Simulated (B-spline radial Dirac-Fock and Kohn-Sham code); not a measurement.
**Radiative decay of the L3 hole in Mn**

System: the Mn atom, configuration [Ar] 3d5 4s2.

Input file task.json (cfg lists n, l and occupation; rrms is the nuclear radius in fm):

```json
{"items": [{
  "Z": 25,
  "q": 0,
  "cfg": [[1, 0, 2], [2, 0, 2], [2, 1, 6], [3, 0, 2], [3, 1, 6], [3, 2, 5], [4, 0, 2]],
  "A": 55,
  "rrms": 3.7057,
  "do": ["binding", "quiet", "decay"],
  "holes": ["K", "L1", "L2", "L3", "M1", "M2", "M3", "N1"]
}]}
```

Launch: `python xray_run.py task.json out`

The computed values come from a radial finite-basis atomic code: independent-particle radiative and Coulomb Auger rates from relativistic LDA hole-state orbitals, with Dirac-Fock energies.

| line | multipole | energy (eV) | width (meV) | share (%) | tabulated share (%) |
| --- | --- | --- | --- | --- | --- |
| Lℓ | E1 | 552.9 | 0.145 | 9.65 | 11.7 |
| Lα2 | E1 | 642.7 | 0.135 | 9.00 | 8.82 |
| Lα1 | E1 | 642.8 | 1.21 | 80.4 | 78.7 |
| Lβ6 | E1 | 647.2 | 0.0144 | 0.960 | – |

The listed lines hold 100.0 % of the radiative rate. The radiative width is 0.00150 eV in the length form and 0.00158 eV in the velocity form; the two differ because the transition energies are not eigenvalue differences of the potential that gave the orbitals. Tabulated shares: Scofield radiative rates as tabulated in xraylib 4.2.
